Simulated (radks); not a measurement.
Results of a calculation; reference values are marked as such.
Valence configurations of neutral cadmium (all share [Kr]). Level of theory: non-relativistic Kohn-Sham, r2SCAN, spin-unpolarised, spherical densities, point nucleus; meta-GGA in the generalised Kohn-Sham scheme; relativity is left out, which matters for an element this heavy (a radial shooting solver on a logarithmic mesh with Libxc functionals). Energies are relative to 4d10 5s2; eigenvalues in eV.

valence           E (eV)    e(4d)   e(5p)   e(5s)
4d10 5s2           0.000  -13.134       -  -5.455
4d10 5s1.5 5p0.5   2.191  -14.062  -1.612  -5.966
4d10 5s1 5p1       4.371  -14.925  -2.030  -6.400
4d10 5s0.5 5p1.5   6.565  -15.734  -2.384  -6.795
4d9.5 5s2 5p0.5    6.567  -16.071  -1.891  -6.647
4d9.5 5s1.5 5p1    8.949  -16.885  -2.304  -7.080
4d9 5s2 5p1       14.192  -18.900  -2.579  -7.721
4d9 5s1.5 5p1.5   16.771  -19.637  -2.929  -8.106
4d8 5s2 5p2       32.657  -24.398  -3.789  -9.663

NIST lists [Kr] 4d10 5s2 as the ground configuration; this level of theory agrees among the configurations tried. The energies are those of spherical spin-averaged densities, not of single terms. Relativity is left out, which favours d and f over s occupation in heavy atoms.
